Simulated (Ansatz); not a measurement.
Coupled-cluster run, `C[SiH]1[CH2][GeH2]1`.

```yaml
crystal:
  periodic: [false, false, false]
  atoms:
    - {symbol: C, position_ang: [-1.036285, 1.556301, -0.627679]}
    - {symbol: Si, position_ang: [-0.585180, 0.124131, 0.478967]}
    - {symbol: C, position_ang: [1.228149, -0.274062, 0.733306]}
    - {symbol: Ge, position_ang: [0.406446, -1.794274, -0.308131]}
    - {symbol: H, position_ang: [-0.399687, 1.566773, -1.514523]}
    - {symbol: H, position_ang: [-0.904494, 2.503584, -0.097959]}
    - {symbol: H, position_ang: [-2.075841, 1.484718, -0.953445]}
    - {symbol: H, position_ang: [-1.431215, 0.022861, 1.695119]}
    - {symbol: H, position_ang: [1.962070, 0.311568, 0.184048]}
    - {symbol: H, position_ang: [1.574847, -0.515103, 1.734816]}
    - {symbol: H, position_ang: [0.956136, -1.913875, -1.732647]}
    - {symbol: H, position_ang: [0.382054, -3.127921, 0.442028]}
basis:
  gaussian: {orbitals: def2-TZVPP}
correlation: {method: ccsd_t}
```

```sh
$ ansatz run in.yaml --threads 4 --pin off --events-out ev --progress --plain --max-ram 10444MiB
```

Output of Ansatz, abridged:

```
Functional definition: HF
1535 factors; integrals over basis functions are off by at most 1.0e-3 eV
mean field evaluation 1: about -66519.6067 eV, gradient 3.6e1 eV
mean field evaluation 2: about -66519.8122 eV, gradient 3.6e1 eV
mean field evaluation 4: about -66523.5191 eV, gradient 3.9e0 eV
mean field evaluation 8: about -66523.5825 eV, gradient 2.2e-1 eV
mean field -66523.58277759 eV, -2444.6965757726 hartree, gradient 1.8e-6 eV, S^2 0.000000; 0 other end points of the search recorded, 0 dependent functions left out
16 core orbitals not correlated: weight in the atoms' cores, before any rotation towards them, 1.000 or more for the frozen orbitals, at most 0.000 for the correlated occupied ones
reference -66523.58277759 eV, -2444.6965757726 hartree; 17, 17 occupied and 231, 231 virtual orbitals, 1535 factors
second order -20.01172997 eV of doubles, -0.00000000 eV of singles
cycle   1  -20.53442312 eV  change   -5.2e-1 eV  update   1.0e-1
cycle   2  -21.15561674 eV  change   -6.2e-1 eV  update   3.0e-2
cycle   3  -21.22970945 eV  change   -7.4e-2 eV  update   1.3e-2
cycle   4  -21.22482704 eV  change    4.9e-3 eV  update   3.3e-3
cycle   5  -21.22426299 eV  change    5.6e-4 eV  update   1.2e-3
cycle   6  -21.22393717 eV  change    3.3e-4 eV  update   4.0e-4
cycle   7  -21.22391968 eV  change    1.7e-5 eV  update   1.4e-4
cycle   8  -21.22395105 eV  change   -3.1e-5 eV  update   4.8e-5
cycle   9  -21.22395503 eV  change   -4.0e-6 eV  update   1.5e-5
perturbative correction -0.87098288 eV, -0.0320080306 hartree
Total energy: -66545.67771551 eV, -2445.5085497644 hartree
```

Run time 3.1 min (4 threads of an Arm Neoverse V1 on a shared host); peak host memory 6.2 GiB.

The correlation energy is -22.095 eV, 3.9 % of it from (T); the T1 diagnostic reads 0.0114.
